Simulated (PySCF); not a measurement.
C₇H₁₆AlN.
SMILES with atom numbers: `[CH2:1]=[CH:2][C@@H:3]1[CH2:4][CH2:5][AlH2-:6][N+:7]1([CH3:8])[CH3:9]`

Geometry (PBE0-D3(BJ)/def2-SVP, Å), atoms numbered from 1 in this order:
```xyz
25
C7H16AlN angstrom
C      2.8265   -0.8209   -0.3416
C      1.7416   -0.2294    0.1577
C      0.5039    0.0583   -0.6400
C      0.2891    1.5785   -0.7576
C     -0.1296    2.1914    0.5866
Al    -1.1223    0.7604    1.5786
N     -0.7112   -0.5477    0.0003
C     -0.4916   -1.9330    0.4280
C     -1.8493   -0.5043   -0.9273
H      2.8570   -1.1833   -1.3746
H      3.7290   -0.9558    0.2596
H      1.7446    0.1272    1.1953
H      0.6211   -0.3954   -1.6432
H      1.2179    2.0094   -1.1693
H     -0.4812    1.7673   -1.5230
H     -0.7055    3.1156    0.4215
H      0.7606    2.4903    1.1666
H     -0.3659    0.0798    2.8267
H     -2.7292    0.7657    1.6319
H      0.3161   -1.9782    1.1672
H     -0.2293   -2.5763   -0.4306
H     -1.4113   -2.3135    0.8934
H     -2.7273   -0.9530   -0.4456
H     -1.6165   -1.0579   -1.8546
H     -2.1025    0.5317   -1.1814
```

Probes without a nucleus sit at each ring's centroid and 1 Å off its mean plane on both sides; NICS is minus the shielding there, NICSzz its component along the normal. Level: GIAO HF/pcSseg-1 (PySCF, non-relativistic, gas phase) on the PBE0-D3(BJ)/def2-SVP geometry, one conformer.

Ring bond lengths (Å): C3–C4 1.540, C4–C5 1.536, C5–Al6 2.004, Al6–N7 2.091, N7–C3 1.501.

Problem. What do the NICS probes read (ppm)?

Solution. 
```
           ring                                                    type  NICS(0)  NICS(1), two faces  NICS(1)zz, two faces  rms pucker (Å)  centre to ring atoms, mean (Å)
C3–C4–C5–Al6–N7  5-membered ring with Al and N; formal bonds all single     -4.8         -3.3 / -2.6           -1.9 / -4.2            0.20                            1.44
```

Problem. What can be read from them?

Solution. 
- C3–C4–C5–Al6–N7: mean NICS(1)zz -3.1 ppm, shielded. C3, C4, C5, Al6, N7 have four or more neighbours; no verdict on aromaticity is drawn.

Problem. At the first NICS(1) probe listed for ring C3–C4–C5–Al6–N7, 1 Å off the ring, what do the in-plane components average?

Solution. The isotropic value is a third of the trace: (3 × -3.3 − (-1.9))/2 = -4.0 ppm.

Problem. What are the shieldings of the ring atoms and their hydrogens in the same run (means over atoms taken as equivalent)?

Solution. 
```json
{"atoms": "C3", "environment": "sp3 carbon bound to nitrogen", "σ isotropic (ppm)": "122.5", "principal values of the symmetric part, first atom (ppm)": "105.3, 116.8, 145.4"}
{"atoms": "C4", "environment": "ring CH2 carbon", "σ isotropic (ppm)": "162.4", "principal values of the symmetric part, first atom (ppm)": "143.7, 164.9, 178.7"}
{"atoms": "C5", "environment": "ring CH2 carbon", "σ isotropic (ppm)": "194.1", "principal values of the symmetric part, first atom (ppm)": "181.9, 191.6, 208.8"}
{"atoms": "Al6", "environment": "aluminium bonded to C, N and 2 H", "σ isotropic (ppm)": "437.9", "principal values of the symmetric part, first atom (ppm)": "427.9, 433.0, 452.8"}
{"atoms": "N7", "environment": "nitrogen bonded to Al and 3 C", "σ isotropic (ppm)": "234.7", "principal values of the symmetric part, first atom (ppm)": "213.6, 230.2, 260.4"}
{"atoms": "H13", "environment": "methine hydrogen", "σ isotropic (ppm)": "29.49", "principal values of the symmetric part, first atom (ppm)": "26.6, 27.8, 34.0"}
{"atoms": "H14", "environment": "methylene hydrogen", "σ isotropic (ppm)": "30.12", "principal values of the symmetric part, first atom (ppm)": "24.9, 28.3, 37.2"}
{"atoms": "H15", "environment": "methylene hydrogen", "σ isotropic (ppm)": "30.04", "principal values of the symmetric part, first atom (ppm)": "25.5, 28.8, 35.8"}
{"atoms": "H16", "environment": "methylene hydrogen", "σ isotropic (ppm)": "31.78", "principal values of the symmetric part, first atom (ppm)": "26.5, 28.3, 40.6"}
{"atoms": "H17", "environment": "methylene hydrogen", "σ isotropic (ppm)": "31.68", "principal values of the symmetric part, first atom (ppm)": "26.6, 29.1, 39.4"}
{"atoms": "H18", "environment": "Al–H hydrogen", "σ isotropic (ppm)": "27.93", "principal values of the symmetric part, first atom (ppm)": "24.9, 26.2, 32.8"}
{"atoms": "H19", "environment": "Al–H hydrogen", "σ isotropic (ppm)": "28.01", "principal values of the symmetric part, first atom (ppm)": "24.5, 26.4, 33.1"}
```

Problem. How do the values depend on the level or the medium?

Solution. 
| level | NICS(0), C3–C4–C5–Al6–N7 | mean NICS(1)zz, C3–C4–C5–Al6–N7 |
| --- | --- | --- |
| HF/pcSseg-1, gas | -4.8 | -3.1 |
| PBE0/pcSseg-1, gas | -4.7 | -3.1 |

The geometry is the same throughout.
